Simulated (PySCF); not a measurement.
Gas-phase reaction: 2 WO2F2 + 2 FO → W2O6 + 6 F. Level: M06-2X/def2-TZVP†; standard pressure 1 bar.

Computed with PySCF and rigid-rotor harmonic-oscillator thermochemistry at 1 bar. † marks an energy on the PBE0/def2-TZVP geometry and frequencies. Open shells (unrestricted): FO (multiplicity 2, electronic degeneracy 4), F (multiplicity 2, electronic degeneracy 6); the rest are closed-shell singlets. Spin-orbit splitting is ignored; it lowers the true energy and changes the entropy of FO, F. W: scalar-relativistic def2 core potential, no spin-orbit coupling. WO2F2, W2O6: computed as isolated molecules; such fragments, hydroxides, amides, oligomers or adducts are transient or little studied in the gas. The harmonic model lacks anharmonicity and excited electronic states, which grow with temperature; levels with a mode under 35 cm⁻¹ are left out. Soft modes under 120 cm⁻¹ make the harmonic entropy rough for W2O6.

```
T (K)  1000/T (1/K)  log10 K
-----  ------------  -------
1000         1.0000   -39.67
1200         0.8333   -30.27
1400         0.7143   -23.54
1600         0.6250   -18.47
1800         0.5556   -14.51
2000         0.5000        ?
```

Q: Fit log10 K = a + b·(1000/T) to the five rows, get the mean ΔH° and ΔS°, and predict log10 K at 2000 K.

A: Means: 1000/T = 0.7456, log10 K = -25.292. Sums of products about the means: Sxy = -7.02048, Sxx = 0.124035, so b = Sxy/Sxx = -56.60 and a = -25.292 − (-56.60)×0.7456 = 16.91.
ΔH° = −R ln 10 × 1000 K × b = −19.145 × (-56.60) = 1084 kJ; ΔS° = R ln 10 × a = 324 J/K. The run's own values go from 1077 kJ and 318 J/K at 1000 K to 1096 kJ and 331 J/K at 2000 K.
Prediction at 2000 K: 16.91 + (-56.60)×0.5000 = -11.39. The computed value is -11.33, 0.06 from the line.
For scale, ΔH°(298 K) is 1059 kJ at this level, 1106 kJ at ωB97M-V/def2-TZVP†, and runs from 452 to 1552 kJ over the 17 levels computed.
